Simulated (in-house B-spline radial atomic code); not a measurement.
Multiplet parameters of the 4p3 shell in Zr VIII (Zr7+) ([Ar] 3d10 4s2 4p3). Computed with an all-electron radial atomic-structure program (B-spline basis): non-relativistic Hartree-Fock, average of configuration, point nucleus.

Slater integrals: F^2 = 85791 cm⁻¹. Central-field spin-orbit parameter ζ(4p) = 10930 cm⁻¹ (bare central field on non-relativistic orbitals, without two-electron terms: too large for light atoms, too small for heavy ones).

With F₂ = F^2/25 = 3432 cm⁻¹:

Where do the terms lie in LS coupling, without spin-orbit interaction?

In cm⁻¹ above the Hund's-rule term:
| term | expression | energy |
| --- | --- | --- |
| 4S | 0 F₂ | 0 |
| 2D | 9 F₂ | 30885 |
| 2P | 15 F₂ | 51475 |

Is LS coupling a fair picture here?

Unscaled Hartree-Fock integrals overestimate measured term splittings, because correlation screens the repulsion; fits to spectra scale them down, most for low charges. Here ζ is 3.18 times F₂, so the coupling is intermediate: spin-orbit interaction mixes the terms, and LS labels name only the largest part.
